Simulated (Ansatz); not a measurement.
Al₅F₃⁺. Total charge 1; doublet. Geometry PBE-D4/def2-SVP; atoms count from 1.

```xyz
8

Al   -1.9873   -0.1530    0.2502
Al    0.3560   -1.5263    1.0640
Al   -0.0548    0.7622    2.2218
Al    0.6434    0.6024   -0.4800
Al    2.2410   -1.8640   -1.5943
F    -1.7567    1.2164    1.5432
F     1.5810    0.0140   -1.9022
F    -1.0226    0.9482   -1.1026
```

The structure comes from a short search, and lower isomers may exist.

**Question.** Estimate the Mulliken populations from the PBE0/def2-TZVP orbitals of Ansatz.

**Answer.** 
```tsv
atom	charge (e)	spin (α − β)
Al1	0.44	0.35
Al2	0.05	0.19
Al3	0.35	0.28
Al4	0.49	0.05
Al5	0.49	0.13
F6	-0.27	0.00
F7	-0.29	0.00
F8	-0.27	0.00
```
Mulliken values depend strongly on the basis.

**Question.** Where does the spin sit?

**Answer.** Summed by element: Al 0.99, F 0.01, of 1 unpaired in all. Largest on single atoms: Al1 0.35, Al3 0.28, Al2 0.19.

**Question.** And the Mayer bond orders between heavy atoms (over 0.3)?

**Answer.** Al1–Al2 0.58 (2.84 Å); Al1–F6 0.53 (1.90 Å); Al1–F8 0.41 (1.99 Å); Al2–Al3 0.77 (2.60 Å); Al2–Al4 0.69 (2.65 Å); Al2–Al5 0.32 (3.28 Å); Al3–Al4 0.60 (2.80 Å); Al3–F6 0.55 (1.89 Å); Al4–F7 0.67 (1.80 Å); Al4–F8 0.68 (1.81 Å); Al5–F7 0.41 (2.01 Å).
